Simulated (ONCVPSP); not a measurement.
Which change was made? (O, ONCV)

- Element: O
- Generator: ONCVPSP 4.0.1
- Type: optimised norm-conserving Vanderbilt (ONCV)
- Functional: PBE
- Relativity: scalar-relativistic
- Frozen core: [He]
- Valence charge: 6
- Reference configuration: 2s1.75 2p4.25
- Partial waves: 2s: rc 0.80 bohr, ncon 4, nbas 8, qcut 9 1/bohr, local; 2p: rc 1.05 bohr, ncon 4, nbas 8, qcut 8.5 1/bohr, 2 projectors, debl 0.5 Ha; d scattering state at 0.04 Ha: rc 0.80 bohr, ncon 3, nbas 6, qcut 13.6 1/bohr, 2 projectors, debl 3.8 Ha
- Local potential: the s channel
- Core correction: Teter function, fcfact 2.75, rcfact 1.5

Cutoffs, loose and tight: the cutoffs (Ha) at which the residual kinetic energy of the hardest occupied pseudo-wave falls to 1 and 0.1 mHa per electron. They do not see the model core or the augmentation charge, which bear on the density cutoff. Test errors are all-electron minus pseudo excitation energies from the reference, over the configurations 2s2 2p4; 2s2 2p3; 2s2 2p2; 2s2 2p3.5; variants that change the core or the reference have their own tests.

The base gives: outcome: generated; cutoff, loose: 54 Ha; cutoff, tight: 172 Ha; bound ghosts: none; GHOST(+) flags above zero: none; largest test error (meV): +96.

Question: After one change the result is: outcome: generated; cutoff, loose: 41 Ha; cutoff, tight: 148 Ha; bound ghosts: none; GHOST(+) flags above zero: none; largest test error (meV): +80. Which change was it?
A. p: qcut 9.3
B. s: qcut 6.9; p: qcut 6.5; d: qcut 10.4
C. all radii but the core radius scaled by about 0.95 (s 0.76, p 1.00, d 0.76 bohr)

Answer: A. The others give: s: qcut 6.9; p: qcut 6.5; d: qcut 10.4 → outcome: generated; cutoff, loose: 168 Ha; cutoff, tight: 263 Ha; bound ghosts: none; GHOST(+) flags above zero: p; largest test error (meV): +158 | all radii but the core radius scaled by about 0.95 (s 0.76, p 1.00, d 0.76 bohr) → outcome: generated; cutoff, loose: 70 Ha; cutoff, tight: 194 Ha; bound ghosts: none; GHOST(+) flags above zero: none; largest test error (meV): +81.
